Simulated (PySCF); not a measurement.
# Computed structure and properties of [HoH4]−

System: [HoH4]− (singlet in the valence; each metal's 4f electrons, 10 of them, lie in its core potential, out of spins and levels); start: template (Td). Method: PySCF 2.14.0, RKS PBE0, Ho lcecp-1-SVP with ECP56, H def2-SVP; non-relativistic Hamiltonian with scalar-relativistic core potentials where named; density fitting; no spin-orbit coupling.

Input of the relaxation:

```python
mol = gto.M(atom='''
Ho    -0.00000     0.00000     0.00000
H      1.25570     1.25570     1.25570
H     -1.25570    -1.25570     1.25570
H      1.25570    -1.25570    -1.25570
H     -1.25570     1.25570    -1.25570''',
    basis={'Ho': 'lcecp-1-SVP', 'H': 'def2-SVP'},
    ecp={'Ho': 'lcecp-1-SVP'},
    charge=-1, spin=0)
mf = dft.RKS(mol, xc='PBE0')
mf.grids.atom_grid = (50, 194)  # f atoms: unpruned, at least (60, 302)
mf = mf.density_fit()  # fitting sets: Ho AutoAux, H def2-universal-JKFIT
mf.conv_tol = 1e-08; mf.max_cycle = 55
mf.kernel(dm0)  # dm0: converged density of the start geometry
# quasi-Newton relaxation in Cartesian coordinates to a largest gradient under 0.00045 Eh/bohr, steps kept in the point group
```

Run from Python with OMP_NUM_THREADS=2; the lines above give its settings. Where DIIS fails, smearing, a level shift and second-order steps follow.
It took 3.5 s on 2 threads of Arm Neoverse V2 (shared host), from the converged density of the start.

Course of the relaxation:

```json
{"step": "0", "energy above end (eV)": "0.1214", "largest force component within the symmetry (eV/Å)": "0.341"}
{"step": "1", "energy above end (eV)": "0.0547", "largest force component within the symmetry (eV/Å)": "0.236"}
{"step": "2", "energy above end (eV)": "0.0004", "largest force component within the symmetry (eV/Å)": "0.021"}
{"step": "3", "energy above end (eV)": "0.0000", "largest force component within the symmetry (eV/Å)": "0.002"}
```

Relaxed geometry (Td):

```xyz
5

Ho    0.0000    0.0000    0.0000
H     1.1993    1.1993    1.1993
H    -1.1993   -1.1993    1.1993
H     1.1993   -1.1993   -1.1993
H    -1.1993    1.1993   -1.1993
```

| contact | Å |
| --- | --- |
| Ho1–H2 (H) | 2.077 |
| Ho1–H3 (H) | 2.077 |
| Ho1–H4 (H) | 2.077 |
| Ho1–H5 (H) | 2.077 |

On the finer grid (75, 302):

```
HOMO                                                          : -2.08 eV
LUMO                                                          : 4.14 eV
Dipole about the centre of mass                               : 0.00 D
Set of Mulliken populations of Ho1 outside the core potential : s 2.75, p 6.73, d 1.27, f 0.02
D3(BJ) dispersion energy (not in the energies)                : -0.041 eV
```

```tsv
atom	Mulliken (e)	Löwdin (e)	spin (e)
Ho1	0.22	-0.03	0.00
H2	-0.31	-0.24	0.00
H3	-0.31	-0.24	0.00
H4	-0.31	-0.24	0.00
H5	-0.31	-0.24	0.00
```

The 4f levels lie in the core potential and are missing. Their spin isn't counted.

On the grid (50, 194), as all that follows. Harmonic modes: a minimum; lowest 478 cm⁻¹ (negative: unstable), highest 1366 cm⁻¹, zero-point energy 0.470 eV.

Taking off one H (charge -1, singlet; the rest: singlet) in vacuum, both parts rigid, costs 4.79 eV; the small basis without counterpoise inflates it.

Rigid scan of H along the line from its metal:

(distance to H2 (Å), energy (eV)): (1.78, 0.383), (1.88, 0.151), (1.98, 0.033), (2.08, 0.000), (2.18, 0.027), (2.28, 0.098), (2.48, 0.318), (2.78, 0.735), (3.18, 1.301), (3.68, 1.913)

One start shape was tried, so this needn't be the lowest isomer.

An lcecp potential fixes the number of 4f electrons, so in runs with it no electron can move into or out of that shell.
